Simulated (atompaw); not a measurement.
**How hard is this zinc PAW (atompaw) potential?**

* Element: Zn (Z = 30)
* Generator: atompaw 4.2.0.5
* Type: PAW
* Functional: LDA (PW92)
* Relativity: scalar-relativistic
* Frozen core: [Ne]
* Valence charge: 20
* Reference configuration: 3s2 3p6 3d10 4s0 4p0 (charge +2)
* Partial waves: 3s (bound): rc 0.75 bohr; 4s (bound, empty): rc 1.05 bohr; 3p (bound): rc 1.05 bohr; 4p (bound, empty): rc 1.45 bohr; 3d (bound): rc 1.45 bohr; 3d channel at 0.1 Ry: rc 1.45 bohr
* Local potential: bessel scheme, radius 1.00 bohr
* Core correction: smooth core density matched at 1.20 bohr
* Augmentation charge: besselshape compensation charge, radius 1.35 bohr; PAW radius 1.45 bohr; waves and projectors: custom rrkj gramschmidtortho

The pseudo-atom Hamiltonian at the reference potential is diagonalised in spherical Bessel functions j_l(qr) that vanish at 20 bohr, with q² up to the cutoff. All-electron valence levels (Ry): 3s -10.9957, 4s -1.7080, 3p -7.6631, 4p -1.1534, 3d -2.2951.

**Question.** How do the lowest levels (Ry) of each channel move with the cutoff, and are there ghosts?

**Answer.**

| cutoff (Ry) | s #1 | s #2 | s #3 | p #1 | p #2 | d #1 | d #2 | f #1 | Σ f·Δε (mRy) |
| --- | --- | --- | --- | --- | --- | --- | --- | --- | --- |
| 8 | -8.9262 | -1.3671 | -0.5084 | -1.1768 | -0.4531 | -0.9885 | -0.3866 | -0.2636 | 56123.5 |
| 18 | -10.6387 | -1.6017 | -0.5650 | -1.1834 | -0.4550 | -1.9881 | -0.4835 | -0.2637 | 42662.7 |
| 30 | -10.9272 | -1.6616 | -0.5792 | -6.2755 | -1.1531 | -2.2439 | -0.5019 | -0.2637 | 8974.9 |
| 50 | -10.9884 | -1.6959 | -0.5875 | -7.5900 | -1.1533 | -2.2942 | -0.5138 | -0.2638 | 462.5 |
| 70 | -10.9923 | -1.7060 | -0.5900 | -7.6601 | -1.1534 | -2.2947 | -0.5230 | -0.2638 | 29.0 |
| 110 | -10.9945 | -1.7079 | -0.5904 | -7.6626 | -1.1534 | -2.2951 | -0.5240 | -0.2638 | 6.1 |
| 160 | -10.9952 | -1.7080 | -0.5905 | -7.6630 | -1.1534 | -2.2951 | -0.5241 | -0.2638 | 1.4 |
| 260 | -10.9954 | -1.7080 | -0.5905 | -7.6631 | -1.1534 | -2.2951 | -0.5241 | -0.2638 | 0.2 |
| 400 | -10.9955 | -1.7080 | -0.5905 | -7.6632 | -1.1534 | -2.2951 | -0.5241 | -0.2638 | 0.0 |

Result: no extra level below or beside the all-electron valence levels (s, p, d, f tested); 10 mRy is reached at 100 Ry and 1 mRy at 200 Ry.
